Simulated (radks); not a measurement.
Results of a calculation; reference values are marked as such.
Species: Pr2+. Configuration: [Kr] 4d10 4f3 5s2 5p5 6s1 (not the ground configuration).

Code: a radial shooting solver on a logarithmic mesh with Libxc functionals. Model: Dirac Kohn-Sham, XLYP, spin-unpolarised, spherical densities, finite nucleus; open shells are shared between the two j in proportion to 2j + 1; Fermi nuclear charge, rms radius 4.8919 fm.

Energy parts (hartree):
part                       energy
total                  -9242.1843
kinetic                 9940.4827
electron-nucleus      -22513.6803
Hartree                 3548.6028
exchange-correlation    -217.5895

Orbitals (lengths in bohr, moments of r in powers of bohr; <r^-3> diverges for s and p1/2; r(max) is where P^2 peaks; r(90%) holds 90 % of the orbital's charge):
| orbital | occ. | eigenvalue (hartree) | r(max) | <1/r> | <r^-3> | r(90%) |
|---|---|---|---|---|---|---|
| 1s1/2 | 2 | -1536.169 | 0.01541 | 64.69 | - | 0.0435 |
| 2s1/2 | 2 | -247.5753 | 0.08740 | 15.28 | - | 0.159 |
| 2p1/2 | 2 | -234.0462 | 0.06649 | 15.27 | - | 0.142 |
| 2p3/2 | 4 | -216.3142 | 0.07184 | 13.77 | 7513 | 0.150 |
| 3s1/2 | 2 | -53.90294 | 0.2493 | 5.526 | - | 0.400 |
| 3p1/2 | 2 | -48.14504 | 0.2360 | 5.440 | - | 0.393 |
| 3p3/2 | 4 | -44.63238 | 0.2476 | 5.067 | 1530 | 0.410 |
| 3d3/2 | 4 | -34.57766 | 0.1985 | 4.935 | 252.1 | 0.384 |
| 3d5/2 | 6 | -33.82038 | 0.2018 | 4.841 | 228.4 | 0.389 |
| 4s1/2 | 2 | -11.22090 | 0.5792 | 2.291 | - | 0.895 |
| 4p1/2 | 2 | -9.06672 | 0.5876 | 2.186 | - | 0.932 |
| 4p3/2 | 4 | -8.31042 | 0.6124 | 2.062 | 330.2 | 0.973 |
| 4d3/2 | 4 | -4.77314 | 0.6311 | 1.840 | 45.11 | 1.09 |
| 4d5/2 | 6 | -4.64055 | 0.6393 | 1.809 | 40.44 | 1.10 |
| 5s1/2 | 2 | -2.05557 | 1.346 | 0.8926 | - | 2.14 |
| 5p1/2 | 1.66667 | -1.46947 | 1.470 | 0.7902 | - | 2.42 |
| 5p3/2 | 3.33333 | -1.36017 | 1.539 | 0.7481 | 47.42 | 2.54 |
| 4f5/2 | 1.28571 | -0.68151 | 0.6881 | 1.232 | 4.575 | 1.89 |
| 4f7/2 | 1.71429 | -0.66821 | 0.6933 | 1.219 | 4.436 | 1.92 |
| 5d3/2 | 0 | -0.60174 | 2.040 | 0.5188 | 3.557 | 3.74 |
| 5d5/2 | 0 | -0.59146 | 2.071 | 0.5105 | 3.171 | 3.80 |
| 6s1/2 | 1 | -0.55381 | 3.280 | 0.3559 | - | 5.11 |
| 6p1/2 | 0 | -0.42082 | 3.826 | 0.3036 | - | 5.99 |
| 6p3/2 | 0 | -0.40361 | 3.984 | 0.2923 | 7.597 | 6.20 |

The highest occupied level is 6s1/2 at -15.070 eV. The configuration is held as typed, so some empty levels lie below it. The density falls to 0.001 e/bohr^3 at r = 4.43 bohr. Summed over all electrons, <r^2> = 52.25 bohr^2, which gives a Langevin (diamagnetic) susceptibility term of -41.4 x 10^-6 cm^3/mol. The electron density at the nucleus is 4.172e+05 e/bohr^3.
